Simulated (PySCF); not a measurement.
C2H5FO2Si, SMILES F[Si@@H](C)C(O)=O.

Geometry optimised at PBE-D3(BJ)/def2-SVP. The structure was generated by enumeration; whether it is a known compound was not checked. One conformer was computed; it need not be the lowest.

The numbers are results of PBE-D3(BJ)/def2-SVP (PySCF), not measurements.

Frequencies are harmonic and unscaled.

Computed harmonic wavenumbers and intensities:
```csv
mode,ν (cm⁻¹),IR (km/mol),moving atoms (share of kinetic energy)
1,39,3.0,"O 66 %, C 13 %, F 12 %, H 8 %"
2,120,5.5,"O 38 %, F 26 %, H 16 %, C 15 %"
3,148,0.2,H 92 %
4,170,1.5,"C 25 %, H 24 %, O 22 %, F 18 %, Si 11 %"
5,232,5.4,"F 33 %, Si 21 %, H 21 %, C 19 %"
6,296,3.8,"O 43 %, F 23 %, C 15 %, Si 15 %"
7,407,40.1,"O 39 %, Si 34 %, H 15 %, C 11 %"
8,475,34.3,"H 44 %, C 38 %, Si 11 %"
9,646,19.8,"H 49 %, C 34 %, O 9 %"
10,677,91.2,"H 48 %, O 32 %, C 14 %"
11,703,56.6,"H 67 %, C 15 %, O 11 %"
12,742,30.3,"H 58 %, C 32 %, O 8 %"
13,748,33.0,"H 40 %, C 26 %, Si 25 %"
14,810,20.2,"H 57 %, F 26 %, Si 9 %"
15,852,134.7,"H 70 %, C 13 %, Si 12 %"
16,908,167.7,"Si 41 %, H 30 %, F 25 %"
17,1126,182.4,"O 47 %, H 36 %, C 17 %"
18,1217,31.1,"H 77 %, C 22 %"
19,1299,25.4,"C 52 %, H 33 %, O 13 %"
20,1375,6.7,H 96 %
21,1379,3.0,H 96 %
22,1745,191.6,"C 60 %, O 38 %"
23,2192,104.6,H 97 %
24,2982,0.2,H 97 %
25,3086,0.4,"H 91 %, C 9 %"
26,3091,0.6,"H 91 %, C 9 %"
27,3532,21.6,H 94 %
```
